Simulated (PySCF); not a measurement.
C₂H₅O, SMILES CC[O-], charge -1.

Coordinates come from a PBE0-D3(BJ)/def2-SVPD optimisation.

Level of theory: SMD-PBE0/def2-SVPD (PySCF).

Solvation free energies are E(SMD) − E(gas) at the gas-phase geometry, for 1 M in both phases.

```json
[
 {"solvent": "water", "ΔG(solv) (kcal/mol)": "-75.5", "its non-electrostatic (CDS) part": "2.5"},
 {"solvent": "N,N-dimethylformamide", "ΔG(solv) (kcal/mol)": "-60.4", "its non-electrostatic (CDS) part": "-1.4"},
 {"solvent": "ethylethanoate", "ΔG(solv) (kcal/mol)": "-51.8", "its non-electrostatic (CDS) part": "-1.6"}
]
```
